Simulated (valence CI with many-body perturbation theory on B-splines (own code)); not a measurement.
## Questions on Zn X

Computed by relativistic CI+MBPT: three valence electrons over a frozen Dirac-Fock core [Ar], radial functions for each j: 9 s, 9 p, 10 d, 8 f, 5 g, 3 h, 1 i, with the one-electron correlation potential Σ1, the two-electron term Σ2, the three-electron term Σ3, Breit, model QED; selected CI, second order for the rest, scaled by the run's own slope (own B-spline code, finite nucleus).

No measured levels were compared; by estimate terms of the open shell hold to 2 to 4 % of their energy, and close levels can change places. Core correlation moves these levels by up to 3000 cm⁻¹, and in measured spectra 5 to 20 % of such shifts remained as error; rates that hang on mixing are uncertain with them. Only levels of the ground parity were solved; by the run's estimate the other parity begins above the list, which can be wrong where configurations are misplaced.

Rates and lifetimes use the calculated energies. Strong lines usually hold to 10 to 20 %, long lifetimes can be off by a factor of two.

Task: What is the ground level?

Result: 3d3 4F_3/2, composition 99 % 3d3 4F, g = 0.401.

Task: How is the term 4F of the ground level split?

Result: J = 3/2 at 0.0, J = 5/2 at 1606, J = 7/2 at 3638, J = 9/2 at 5960 cm⁻¹.

Task: How well does LS coupling describe the low levels?

Result: Among the lowest 19 levels the leading LS term, summed over configurations, holds 93 % on average. For single configurations the figures are 93 % in LS and 64 % in jj coupling. Terms mix most in the J = 3/2 level at 39518 cm⁻¹, where the leading one holds 51 %.

Task: What is the ionisation energy?

Result: 237.93 eV; NIST lists 238 ± 2.2 eV (theoretical).
